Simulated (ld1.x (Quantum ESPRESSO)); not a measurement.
calcium (Ca), PAW: configuration errors across variants

ld1.x (Quantum ESPRESSO) 7.5 input, shortened:

```
&input
   title='Ca', zed=20., rel=1, dft='PBE', iswitch=3,
   config='[Ar] 3d0.5 4s1.5 4p0'
 /
 &inputp
   pseudotype=3, lpaw=.true., tm=.true., lloc=-1, rcloc=1.40,
   nlcc=.true., new_core_ps=.true., rcore=1.85,
   which_augfun='BESSEL', rmatch_augfun=1.45
 /
6
3S  1  0   2.00   0.00  1.55  1.85  0.0
4S  2  0   1.50   0.00  1.55  1.85  0.0
3P  2  1   6.00   0.00  1.75  2.20  0.0
4P  3  1   0.00   0.00  1.75  2.20  0.0
3D  3  2   0.50   0.00  2.90  3.10  0.0
3D  3  2   0.00   1.80  2.90  3.10  0.0
 &test
   configts(1)='3s2 3p6 3d0.5 4s1.5 4p0'
 /
```

All-electron excitation energies from the reference (eV): (1) 3s2 3p6 3d0 4s2 4p0 -1.053; (2) 3s2 3p6 3d0 4s1 4p0 5.256; (3) 3s2 3p6 3d0 4s0 4p0 17.077; (4) 3s2 3p6 3d0 4s0 4p1 8.305; (5) 3s2 3p6 3d1 4s1 4p0 1.229; (6) 3s2 3p6 3d0 4s0 4p2 3.899; (7) 3s2 3p5 3d0 4s2 4p0 33.615.

The overlap operator is not positive definite (basis up to 400 Ry) in “base”, “core correction Bessel-smoothed model core inside 1.76 bohr”, “all radii but the core radius scaled by about 1.40 (s 2.60, p 3.08, d 4.34 bohr, rcut 2.18/2.46/4.06); local potential all-electron potential smoothed inside 1.96 bohr (lloc = -1); augmentation BESSEL, radius 2.04 bohr”, “augmentation PSQ, inside the norm-conserving radii”, “wave 3d channel at 1.8 Ry: rcut 2.90, rcutus 3.10 bohr becomes 3d channel at 0.07 Ry: rcut 2.90, rcutus 3.10 bohr”. Such files are unfit for use, however small their errors in these radial tests.

1 further variants failed, have other tests or too few solved ones, and are left out.

Errors AE − PS in meV (a dash: test not solved or not reliable):

```csv
change,(1),(2),(3),(4),(5),(6),(7),bound ghosts
base,+2.0,+1.4,+0.9,+19,+0.3,+19,+33,not determined (overlap not positive)
core correction Bessel-smoothed model core inside 1.76 bohr,+2.0,+1.4,+0.9,+19,+0.3,+19,+33,not determined (overlap not positive)
"all radii but the core radius scaled by about 1.40 (s 2.60, p 3.08, d 4.34 bohr, rcut 2.18/2.46/4.06); local potential all-electron potential smoothed inside 1.96 bohr (lloc = -1); augmentation BESSEL, radius 2.04 bohr",–,–,–,–,–,–,–,not determined (overlap not positive)
"augmentation PSQ, inside the norm-conserving radii",+6.0,+8.9,+20,–,–,–,–,not determined (overlap not positive)
"wave 3d channel at 1.8 Ry: rcut 2.90, rcutus 3.10 bohr becomes 3d channel at 0.07 Ry: rcut 2.90, rcutus 3.10 bohr",+2.0,+1.4,+0.9,+19,+0.2,+19,+33,not determined (overlap not positive)
```

Q: Give the same row for: local potential all-electron potential smoothed inside 3.50 bohr (lloc = -1).

A: –, –, –, –, –, –, –; bound ghosts: none.
